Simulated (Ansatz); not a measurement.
Basis-set extrapolation for AlH5O3Si (`O[SiH](O)[O][AlH2]`) (PBE0-D4/def2-TZVP geometry, frozen core, the Gaussian-basis code of Ansatz). Multiplicity 1, RHF reference.

```tsv
	def2-TZVPP	def2-QZVPP
HF	-758.700117	-758.728964
MP2 correlation	-0.911151	-0.986020
CCSD(T) correlation	-0.969855	not run
```

Energies in hartree. Use E(X) = E(∞) + A·exp(−7.88·√X) for Hartree–Fock and E(X) = E(∞) + B·X^(−2.97) for correlation, with X = 3 and 4, and add CCSD(T) minus MP2 of the smaller set to the MP2 limit.

Problem. What is the CCSD(T) energy at the basis-set limit?

Solution. HF limit: -758.728964 + (-0.028847) × 0.13774 = -758.73294. MP2 limit: -0.986020 + (-0.074869) × 0.74074 = -1.04148. Higher-order term: -0.969855 − (-0.911151) = -0.05870. Total: -759.83312 hartree, 102.4 kcal/mol below CCSD(T)/def2-TZVPP.
